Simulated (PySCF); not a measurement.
Fine-structure interval of Se⁻ by level of theory

Se⁻ [Ar] 3d10 4s2 4p5 [4p1/2^2 4p3/2^3, M_J = 3/2] → Se⁻ [Ar] 3d10 4s2 4p5 [4p1/2^1 4p3/2^4, M_J = 1/2], as a difference of total energies. Computed with PySCF 2.14 in x2c-TZVPall-2c with one added diffuse shell each of s, p, d type (7s8p5d1f, 63 functions), with the two-component X2C-1e Hamiltonian. Correlated levels: [Ne] frozen. "Screened" scales the spin-orbit matrix elements by Boettger's factors to mimic the two-electron term; Breit and QED terms are absent.

```json
{"method": "GHF (screened spin-orbit)", "fine-structure interval (cm⁻¹)": "1896.8"}
{"method": "GMP2 (screened spin-orbit)", "fine-structure interval (cm⁻¹)": "2285.2"}
{"method": "GHF (bare spin-orbit)", "fine-structure interval (cm⁻¹)": "2024.8"}
```

GHF and GMP2 differ strongly here because the two determinants are spin-polarised to different degrees; the interval is a small difference of such terms.
